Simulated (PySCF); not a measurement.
**MIn cations for M along the third period**

CCSD(T) with double-zeta basis sets in PySCF, for the lowest determinant that a PBE0 search found; no spin–orbit coupling. De refers to high-spin ground-configuration atoms (the charge goes to the atom of lower measured ionisation energy or higher electron affinity, which is not always the lowest computed limit).

| M | basis | reference, frozen orbitals | charged atom | state (unpaired electrons) | Re (Å) | ωe (cm⁻¹) | De (eV) |
| --- | --- | --- | --- | --- | --- | --- | --- |
| Na | def2-SVPD | UHF, 5 | Na+ | doublet (σ ↑) | 3.584 | 100 | 0.88 |
| Mg | def2-SVP | RHF, 5 | In+ | singlet (closed shell) | 3.344 | 128 | 0.64 |
| Al | x2c-SVPall | UHF, 23 | In+ | doublet (σ ↑) | 3.422 | 112 | 1.07 |
| Si | x2c-SVPall | UHF, 23 | In+ | triplet (σ ↑, π ↑) | 3.190 | 111 | 0.55 |
| P | def2-SVPD | UHF, 9 | In+ | quartet (σ ↑, π ↑↑) | 3.203 | 87.4 | 0.29 |
| S | def2-SVPD | UHF, 9 | In+ | triplet (π ↑↑) | 3.222 | 113 | 0.45 |
| Cl | x2c-SVPall | UHF, 23 | In+ | doublet (σ ↑) | 2.335 | 325 | 0.48 |

The shortest bond is that of InCl⁺ (2.335 Å), the longest that of NaIn⁺ (3.584 Å). AlIn⁺ is bound most strongly (1.07 eV) and InP⁺ least (0.29 eV).

The rows differ in basis set, which adds steps of its own.

The state changes along the series, so neighbouring rows are not always alike in their bonding.

Correlated steps freeze the inner cores (5 to 23 orbitals); shallow outer-core shells are correlated. Weak bonds: InCl⁺, InP⁺, InS⁺. Basis-set superposition, not corrected here, can be much of De in a small basis, most of all at correlated wavefunction levels. These are scalar-relativistic numbers at best; spin–orbit coupling would shift them, the dissociation energy most. For an ion De counts to the pair picked by the measured ionisation energies or electron affinities, which need not be the lowest pair at this level. States were picked by a PBE0 search and need not be the measured ground states.
